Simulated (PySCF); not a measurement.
Si(H)(Me)(OH)(NH2), SMILES C[SiH](N)O (B3LYP/def2-SVP optimised geometry):

```
11

Si    -0.106    -0.926     0.000
C     -0.744    -1.829     1.519
N     -0.842    -1.678    -1.378
O     -0.464     0.709     0.000
H      1.385    -0.926     0.000
H     -0.390    -2.874     1.540
H     -1.846    -1.843     1.552
H     -0.384    -1.337     2.437
H     -0.533    -1.465    -2.322
H     -1.185    -2.632    -1.319
H     -1.385     0.926    -0.192
```

Computed with B3LYP/def2-TZVP run with PySCF 2.14.0.

### Question
What are the frontier orbital energies and the dipole moment?

### Answer
HOMO-2 -9.16 eV, HOMO-1 -8.16 eV, HOMO -7.22 eV, LUMO 0.47 eV, LUMO+1 1.06 eV; dipole moment 2.18 D.

Meta-Löwdin charges at B3LYP/def2-TZVP: Si1 1.11, C2 -0.62, N3 -0.75, O4 -0.76, H5 -0.16, H6 0.12, H7 0.12, H8 0.13, H9 0.23, H10 0.23, H11 0.34.
